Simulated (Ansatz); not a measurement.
Consider the ligand exchange at the Al–N bond: `B[NH][AlH][O]C` + HCl → `C[O][AlH][Cl]` + `BN`.

Gas-phase electronic energies from Ansatz, PBE0-D4/def2-TZVP geometries. CCSD(T)/CBS is the MP2 limit (def2-TZVPP, def2-QZVPP) plus CCSD(T) − MP2 in def2-TZVPP, frozen cores. This one scheme is used for every species. DFT in def2-TZVPP. B3LYP here is the variant with VWN-RPA as its local correlation; programs differ in this. Each species was taken in one conformer, which may not be the lowest.

```
             level  ΔE (kcal/mol)  difference from CCSD(T)/CBS
            PBE-D4          -23.1                          0.4
         r2SCAN-D4          -23.7                         -0.2
           ωB97X-V          -24.6                         -1.1
           ωB97M-V          -24.1                         -0.6
               PBE          -23.9                         -0.4
            r2SCAN          -23.9                         -0.4
             B3LYP          -26.2                         -2.7
     HF/def2-TZVPP          -29.9                         -6.4
    MP2/def2-TZVPP          -23.8                         -0.3
SCS-MP2/def2-TZVPP          -24.2                         -0.7
   CCSD/def2-TZVPP          -23.9                         -0.4
CCSD(T)/def2-TZVPP          -23.1                          0.4
     HF/def2-QZVPP          -29.6                         -6.1
    MP2/def2-QZVPP          -24.0                         -0.5
      HF/CBS(def2)          -29.5                         -6.0
     MP2/CBS(def2)          -24.3                         -0.8
       CCSD(T)/CBS          -23.5                            0
```

Largest T1 diagnostic among the species: 0.013.

In def2-TZVPP, CCSD(T) changes the Hartree–Fock value by +6.8 kcal/mol (the triples alone add +0.8 kcal/mol) and MP2 by +6.0 kcal/mol. The D4 term adds +1.2 kcal/mol with B3LYP and +0.7 kcal/mol with PBE0; it sums over pairs of atoms, weighted by their polarisabilities, and B3LYP, whose exchange is more repulsive, gets the larger term.
